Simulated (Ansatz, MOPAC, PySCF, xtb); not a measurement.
Noncovalent pair: H3NSe (SMILES N[SeH]) (first 5 atoms) with HF (SMILES F); geometry from B3LYP-D3(BJ)/def2-TZVP, rigid monomers moved along the line of their centres of mass till N1···H7 is 2.99 Å.
(charge 0, multiplicity 1):
```xyz
7

N     -1.00136     0.59996     0.75958
Se    -0.20056    -0.94693     0.04937
H     -0.82625     1.39768     0.15967
H     -2.00116     0.46821     0.85936
H     -0.92867    -0.99732    -1.24003
F      0.24107     1.71004     4.32111
H     -0.15595     1.56601     3.46285
```

Interaction energies are E(AB) − E(A) − E(B) at the monomers' geometry in the complex; basis-set methods are counterpoise corrected. Rows marked so take none.

Rows in 3-21G carry no dispersion term and start afresh at each structure; the Pople sets are all-electron and without relativity. The state reached by PM3 isn't checked.

Run with Ansatz (a first-principles code) with Gaussian orbitals; MOPAC for PM3 (differences of heats of formation); PySCF for 3-21G rows; xtb for the GFN methods. Each number belongs to the level named beside it.

Task: One of these levels gives -33.5 meV for the interaction energy. Which?
A. PM3
B. r2SCAN/def2-TZVPPD
C. HF/3-21G (no counterpoise)
D. GFN1-xTB

Result: A, PM3. The others give -87.6 (GFN1-xTB), -197.1 (HF/3-21G (no counterpoise)), -129.0 (r2SCAN/def2-TZVPPD)
